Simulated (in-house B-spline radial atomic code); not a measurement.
Results of a calculation; reference values are marked as such.
Correlation energy from the adiabatic connection: ω²r²/2 − Z/r, ω = 1.06, Z = 2

Two electrons in a singlet, external potential ω²r²/2 − Z/r, ω = 1.06, Z = 2 (atomic units). Full CI in B-splines (partial waves to l = 8, correlation up to 0.6 % small) with the density held fixed gives W(λ) = <V_ee>_λ − U, and E_c is the integral of W(λ) − W(0) from 0 to 1.

```
   λ  W(λ) − W(0) (hartree)
   0                0.00000
0.02               -0.00183
0.05               -0.00456
0.12               -0.01081
0.25               -0.02202
 0.4               -0.03436
 0.6               -0.04987
 0.8               -0.06440
   1               -0.07805
```

(1) Integrate the table by the trapezoid rule.

(2) Now use only three numbers: W(0) = -1.2942, the initial slope W'(0) = -0.09201 (extrapolated from the first points) and the strong-coupling limit of the point-charge-plus-continuum model, W∞ = -1.8168. What do second-order theory and the interpolation W(λ) = W∞ + (W(0) − W∞)/√(1 + 2χλ) of Seidl, Perdew and Levy give?

Results:

(1) The strips give -0.00002, -0.00010, -0.00054, -0.00213, -0.00423, -0.00842, -0.01143, -0.01424, which sum to -0.04111 hartree. The direct value, W(1) − W(0) + T_c with T_c = 0.03688, is -0.04117; the curve is convex, so chords lie above it and the trapezoids fall short in size by 0.15 %.

(2) Second order keeps the slope alone: E_c = W'(0)/2 = -0.04600, +12 % in size against -0.04117. Matching the slope fixes χ = W'(0)/(W∞ − W(0)) = -0.09201/(-0.52260) = 0.17606. Integrating, with s = √(1 + 2χ) = 1.162809, E_c = −(W(0) − W∞)(s − 1)/(s + 1) = −0.52260 × 0.162809/2.162809 = -0.03934 hartree, -4.4 % in size against the full result. At λ = 1 the formula gives W − W(0) = -0.07317 against -0.07805. Part of the miss can come from the model's W∞.
